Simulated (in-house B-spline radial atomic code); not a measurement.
**Mg IX (Mg8+): [He] 2s1 5p1 (an excited or competing configuration)**

Computed with a B-spline radial code for spherical atoms: Dirac-Hartree-Fock, average of configuration, Fermi nucleus of rms radius 3.057 fm.

Screening seen three ways: the hydrogenic charge with the same mean radius, Z_r = [3n² - l(l+1)]/(2<r>), the one with the same energy, Z_e = n√(-2ε), and Slater's rules. Values are occupation-weighted means over j.

```csv
shell,electrons,ε (eV),<r> (bohr),Z_r,Z_e,Slater
1s,2,-1694.7,0.1289,11.63,11.16,11.70
2s,1,-358.34,0.5585,10.74,10.26,10.30
5p,1,-45.428,3.934,9.28,9.14,9.00
```

The least bound orbital is 5p3/2 at -45.42 eV, and it is also the most diffuse (<r> = 3.935 bohr).

Spin-orbit splittings of the orbital energies (j = l + 1/2 above j = l - 1/2 when positive): 5p 0.02795 eV.

For the 1s electron the small component carries 0.182 % of the norm, the zero-frequency Breit interaction raises the level by 0.6015 eV, self-energy by 0.2806 eV, and vacuum polarisation lowers it by 0.01625 eV.
